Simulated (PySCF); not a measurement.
**Correlation energy of Tl (thallium, neutral)**

[Xe] 4f14 5d10 6s2 6p1, 2P determinant. Computed with PySCF 2.14 in aug-cc-pVQZ-PP with ECP60MDF (7s7p5d3f2g, 92 functions), with scalar relativity through the core potential. Frozen: 5s2 5p6 5d10; 3 electrons correlated.

| level | correlation energy (mhartree) |
| --- | --- |
| CCSD | -36.37 |
| (T) | -0.57 |
| CCSD(T) | -36.94 |

Diagnostics: T1 = 0.010, D1 = 0.0230, largest double amplitude 0.032.

Spin-orbit coupling, absent here, splits the open shell strongly.

Cost of the coupled-cluster step: about 7 core-seconds, for 3 correlated electrons.

Iterations:

```
CC2 = 0
CCSD nocc = (np.int64(2), np.int64(1)), nmo = (83, 83)
frozen orbitals [[0, 1, 2, 3, 4, 5, 6, 7, 8], [0, 1, 2, 3, 4, 5, 6, 7, 8]]
max_cycle = 100
direct = 0
conv_tol = 1e-08
conv_tol_normt = 1e-06
diis_space = 8
diis_start_cycle = 0
Init t2, MP2 energy = -0.0281981388928021
Init E_corr(UCCSD) = -0.0281981388929149
cycle = 1  E_corr(UCCSD) = -0.0335398684455901  dE = -0.00534172955  norm(t1,t2) = 0.0404571
cycle = 2  E_corr(UCCSD) = -0.0352745848694982  dE = -0.00173471642  norm(t1,t2) = 0.0162473
cycle = 3  E_corr(UCCSD) = -0.0363834905850738  dE = -0.00110890572  norm(t1,t2) = 0.00710905
cycle = 4  E_corr(UCCSD) = -0.0363698869279752  dE = 1.36036571e-05  norm(t1,t2) = 0.000947288
cycle = 5  E_corr(UCCSD) = -0.036375854799098  dE = -5.96787112e-06  norm(t1,t2) = 0.000163607
cycle = 6  E_corr(UCCSD) = -0.0363741007958404  dE = 1.75400326e-06  norm(t1,t2) = 3.20546e-05
cycle = 7  E_corr(UCCSD) = -0.0363744214108186  dE = -3.20614978e-07  norm(t1,t2) = 8.25447e-06
cycle = 8  E_corr(UCCSD) = -0.0363744680158816  dE = -4.6605063e-08  norm(t1,t2) = 2.18235e-06
cycle = 9  E_corr(UCCSD) = -0.0363744200655446  dE = 4.7950337e-08  norm(t1,t2) = 6.0211e-07
cycle = 10  E_corr(UCCSD) = -0.0363744271863755  dE = -7.12083095e-09  norm(t1,t2) = 1.42244e-07
UCCSD converged
E(UCCSD) = -171.5519093920179  E_corr = -0.03637442718637555
UCCSD(T) correction = -0.000574766324996429
```
